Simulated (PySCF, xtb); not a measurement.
Si(H)(Me) (CH₄Si), SMILES [SiH]C (connectivity only; charge and spin as stated), neutral, multiplicity 1.

GFN2-xTB in xtb at its own geometry gives an orbital gap of 2.26 eV and a dipole moment of 0.66 D.

Coordinates come from a B3LYP-D3(BJ)/def2-TZVP optimisation.

Q: What does ωB97X/def2-TZVPD (PySCF) give? (Estimate from the structure and the level; the computed values follow.)

A: gap 8.16 eV (levels -8.59 and -0.43 eV), dipole 1.15 D.
